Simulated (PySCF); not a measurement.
## Calculated data, CH$_{3}$BFSi, CH$_{3}$BSi

Computed with PySCF 2.14.0. Calculation on a computer-drawn molecule: the log of a Hartree-Fock and frozen-core CCSD(T) single point meant for a local Hartree-Fock minimum, with one planted fault or none, to be diagnosed. Offsets are logged minus clean, where the clean run is the same molecule without the fault. The reference is restricted for singlets and unrestricted otherwise, and also for a bond in bohr or an excited solution. Adding or removing an electron swaps singlet and doublet. The excited solution moves the top pair (singlet) or top alpha electron (doublet) to the lowest empty orbital. Highest occupied and lowest empty are orbital energies over both spins, largest force is the largest gradient component, triples share is (T) over the correlation energy, the T1 limit is 0.02 restricted and 0.045 unrestricted, electrons count all cores, a negative frequency is imaginary (commonest isotopes), and the dipole is about the centre of nuclear charge.

Common to all runs: meant multiplicity 1; meant basis cc-pV(D+d)Z; logged SCF converged yes; logged CC converged yes; logged SCF stable within its kind yes; possible faults no fault, one electron removed, one electron added, multiplicity raised by two, geometry at a saddle point, SCF held on an excited solution, minimal basis STO-3G, one bond length entered in bohr, all coordinates scaled.

(1) CH$_{3}$BFSi

Logged structure:
```xyz
7
CH3BFSi
C     -2.8682    -2.0832     0.8136
B     -1.7693    -1.7150     0.0373
Si    -0.2390    -1.2231    -0.9948
F     -0.4886    -0.6323    -2.4201
H     -2.7592    -2.4995     1.8121
H     -3.8896    -1.9719     0.4577
H      1.1646    -1.3257    -0.6262
```

- meant charge: 1
- logged electrons: 37
- logged basis functions: 80
- logged spin squared: 0.9074
- logged highest occupied: -7.3301 eV
- logged lowest empty: 1.0801 eV
- logged largest force: 0.03773 hartree/bohr
- logged T1 diagnostic: 0.028276
- logged D1 diagnostic: 0.12489
- logged triples share: 0.027509
- logged dipole magnitude: 1.3217 debye
- logged energy HF: -452.61019 hartree
- logged energy CCSD(T): -453.12975 hartree
- planted fault: one electron added
- HF energy offset from clean run: -151.2 kcal/mol
- CCSD(T) energy offset from clean run: -152.4 kcal/mol

Drawn bonds:
| atom | other atom | order |
| --- | --- | --- |
| 1 | 2 | 2 |
| 2 | 3 | 1 |
| 3 | 4 | 1 |
| 1 | 5 | 1 |
| 1 | 6 | 1 |
| 3 | 7 | 1 |

(2) CH$_{3}$BFSi

Logged structure:
```xyz
7
CH3BFSi
C     -2.8682    -2.0832     0.8136
B     -1.7693    -1.7150     0.0373
Si    -0.2390    -1.2231    -0.9948
F     -0.4886    -0.6323    -2.4201
H     -2.6623    -2.8698     2.7005
H     -3.8896    -1.9719     0.4577
H      1.1646    -1.3257    -0.6262
```

* meant charge: 1
* logged electrons: 36
* logged basis functions: 80
* logged spin squared: 1.2926
* logged highest occupied: -15.023 eV
* logged lowest empty: -5.5517 eV
* logged largest force: 0.037796 hartree/bohr
* logged T1 diagnostic: 0.075612
* logged D1 diagnostic: 0.26649
* logged triples share: 0.037822
* logged dipole magnitude: 3.2655 debye
* logged energy HF: -452.24696 hartree
* logged energy CCSD(T): -452.7478 hartree
* planted fault: one bond length entered in bohr, row 4 of the drawn bonds
* HF energy offset from clean run: 76.72 kcal/mol
* CCSD(T) energy offset from clean run: 87.29 kcal/mol

Drawn bonds:
| atom | other atom | order |
| --- | --- | --- |
| 1 | 2 | 2 |
| 2 | 3 | 1 |
| 3 | 4 | 1 |
| 1 | 5 | 1 |
| 1 | 6 | 1 |
| 3 | 7 | 1 |

Notes: T1 above single-reference limit.

(3) CH$_{3}$BSi

Logged structure:
```xyz
6
CH3BSi
C     -0.1961    -1.0158    -1.6113
B     -0.7453     0.0675    -0.9193
Si    -1.5884     1.5296     0.1139
H      0.5831    -0.8970    -2.3575
H     -0.5251    -2.0355    -1.4341
H     -0.7248     2.5599    -0.5856
```

* meant charge: 0
* logged electrons: 28
* logged basis functions: 66
* logged spin squared: 0
* logged highest occupied: -9.0036 eV
* logged lowest empty: 0.070734 eV
* logged largest force: 9.355e-06 hartree/bohr
* logged lowest frequency: 188.24 cm⁻¹
* logged T1 diagnostic: 0.020709
* logged D1 diagnostic: 0.051641
* logged triples share: 0.039117
* logged dipole magnitude: 0.49253 debye
* logged energy HF: -353.11883 hartree
* logged energy CCSD(T): -353.46635 hartree
* planted fault: withheld

Drawn bonds:
| atom | other atom | order |
| --- | --- | --- |
| 1 | 2 | 2 |
| 2 | 3 | 1 |
| 1 | 4 | 1 |
| 1 | 5 | 1 |
| 3 | 6 | 1 |

Notes: T1 above single-reference limit.

## Withheld values
1. Give the missing planted fault for CH$_{3}$BSi (entry 3).

Calculated values
1. no fault

Further results for CH$_{3}$BSi (entry 3):

- HF energy offset from clean run: 0 kcal/mol
- CCSD(T) energy offset from clean run: 0 kcal/mol
